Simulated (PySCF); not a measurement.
Species: `CC1=CN=C(B(O)O)C=C1`. The columns A, B, C and D hold Mulliken, IAO, Hirshfeld and ESP-fitted charges (e) of one PBE0/pcSseg-1 density (PySCF), in a shuffled order. Coordinates in Å (PBE0-D3(BJ)/def2-SVP); the density's dipole moment is (-2.46, -0.76, -0.59) D.

```
atom       x       y       z       A       B       C       D
  C1  -3.078  -0.242   0.200  -0.420  -0.111  -0.602  -0.145
  C2  -1.586  -0.164   0.088  -0.005  +0.009  +0.099  -0.437
  C3  -0.877  -0.869  -0.888  -0.130  -0.035  -0.029  +0.058
  C4   0.505  -0.736  -0.966  -0.147  -0.043  -0.467  -0.132
  C5   1.164   0.101  -0.062  -0.035  -0.022  +0.418  +0.001
  B6   2.720   0.365  -0.018  +0.490  +0.227  +0.536  +0.561
  O7   3.167   1.214   0.936  -0.564  -0.271  -0.642  -0.407
  O8   3.556  -0.237  -0.903  -0.546  -0.256  -0.733  -0.413
  N9   0.484   0.776   0.884  -0.277  -0.139  -0.618  -0.507
 C10  -0.833   0.644   0.953  -0.019  +0.010  +0.193  +0.232
 H11  -3.446  -1.254  -0.022  +0.151  +0.049  +0.176  +0.131
 H12  -3.421   0.035   1.208  +0.149  +0.049  +0.169  +0.126
 H13  -3.562   0.446  -0.513  +0.157  +0.050  +0.181  +0.145
 H14  -1.411  -1.522  -1.585  +0.150  +0.055  +0.142  +0.081
 H15   1.085  -1.276  -1.719  +0.164  +0.056  +0.222  +0.105
 H16   2.377   1.499   1.431  +0.368  +0.142  +0.381  +0.259
 H17   4.472   0.018  -0.752  +0.367  +0.182  +0.482  +0.251
 H18  -1.342   1.209   1.744  +0.146  +0.048  +0.093  +0.090
```

Problem. Which column most likely holds the ESP-fitted charges?

Solution. C. Σ q r misses the density's dipole by 0.04 D (C), 0.42 D (D), 0.45 D (A), 0.74 D (B). Charges fitted to the outside potential are the only set here that is tied to the molecule's multipoles.

Problem. And the Hirshfeld charges?

Solution. B. The mean sizes are 0.098 e (B), 0.227 e (D), 0.238 e (A), 0.343 e (C), and Hirshfeld charges are commonly the smallest of these schemes.

As computed, A = IAO, B = Hirshfeld, C = ESP-fitted, D = Mulliken. Hydrogens on carbon: IAO +0.15 to +0.16, Hirshfeld +0.05 to +0.06, ESP-fitted +0.09 to +0.22, Mulliken +0.08 to +0.15 e.

The Hirshfeld scheme weights the molecular density at each point by an atom's share of the summed free-atom densities. The Mulliken scheme gives each basis function's population to the atom it is centred on and halves the overlap population of two atoms between them.

The structure is a single PBE0-D3(BJ)/def2-SVP conformer in the gas phase; no vibrational or solvent corrections.

The values belong to the conformer `[CH3:1][c:2]1[cH:3][cH:4][c:5]([B:6]([OH:7])[OH:8])[n:9][cH:10]1`: C4–C5–B6–O7 180°, H–O7–B6–C5 0°, H–O8–B6–C5 180°.
